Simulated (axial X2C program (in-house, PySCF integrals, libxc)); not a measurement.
**Correcting the dissociation energy of NbB for spin–orbit coupling**

A spin-free PBE0 curve (one-electron X2C) was computed with an in-house all-electron X2C program for linear molecules (integrals from PySCF), basis Nb dyall-cv3z [11s12p9d5f3g], B dyall-v3z [7s6p2d1f] (cores contracted in-house), for the state M_S = 3, Λ = 0 (beyond evenly filled blocks: 2 × σα, π+α, π-α, δ+α, δ-α). It gives D0 = 3.035 eV to Nb + B, which in a spin-free picture are the weighted means of the ground terms.

Measured levels of the ground terms (NIST Handbook of Basic Atomic Spectroscopic Data), in cm⁻¹: Nb 6D: J = 1/2 at 0, J = 3/2 at 154.2, J = 5/2 at 392, J = 7/2 at 695.2, J = 9/2 at 1050.3; B 2P: J = 1/2 at 0, J = 3/2 at 15.3.

The molecular state has Λ = 0, so it has no first-order lowering.

How far does each ground level lie under the (2J+1)-weighted mean of its term?

Nb: (2 × 0 + 4 × 154.2 + 6 × 392 + 8 × 695.2 + 10 × 1050.3)/30 = 634 cm⁻¹; B: (2 × 0 + 4 × 15.3)/6 = 10 cm⁻¹.

Correct D0.

D0 = 3.035 + (0 − 644)/8065.5 = 2.955 eV at PBE0 with these spin–orbit terms.

Second-order spin–orbit effects in the molecule, which grow quickly with Z, are left out. Occupations by symmetry block were frozen at the best pattern of an incomplete PBE0 search. De is counted from the lowest determinant-based energies of the atoms at the same level, without counterpoise correction. PBE0 can misorder states that lie within some tenths of an eV, so this need not be the ground state of the molecule. The nearest other spin-free determinant of the search, M_S = 2, Λ = 1, lies 0.73 eV up at the distance of the search.
